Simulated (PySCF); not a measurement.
**Working out the ionisation energy of Se(2+)**

Se(2+) [Ar] 3d10 4s2 4p2 (3P) → Se(3+) [Ar] 3d10 4s2 4p1 (2P). Calculation: PySCF 2.14, in aug-cc-pVTZ-PP with ECP10MDF; a scalar-relativistic core potential. Frozen: 3s2 3p6 3d10. Energies in hartree (1 hartree = 27.21139 eV):

```json
{"part": "UHF", "Se(2+) (lower)": "-370.782754", "Se(3+) (upper)": "-369.643662"}
{"part": "CCSD correlation", "Se(2+) (lower)": "-0.073103", "Se(3+) (upper)": "-0.057237"}
{"part": "(T)", "Se(2+) (lower)": "-0.001505", "Se(3+) (upper)": "-0.000678"}
```

What does Hartree-Fock give?

(-369.643662) − (-370.782754) = 1.139092 hartree = 30.996 eV.

What do CCSD and CCSD(T) give?

The CCSD correlation energies differ by 0.015866 hartree = 0.432 eV and the triples by 0.000827 hartree = 0.023 eV, so CCSD gives 31.428 eV and CCSD(T) 31.451 eV.

Reference: 31.697 ± 0.019 eV (measured; NIST Atomic Spectra Database, ionization energies), between the lowest levels; spin-orbit coupling is absent from the calculation.

What remains against the reference includes basis incompleteness, the frozen core and higher excitations.
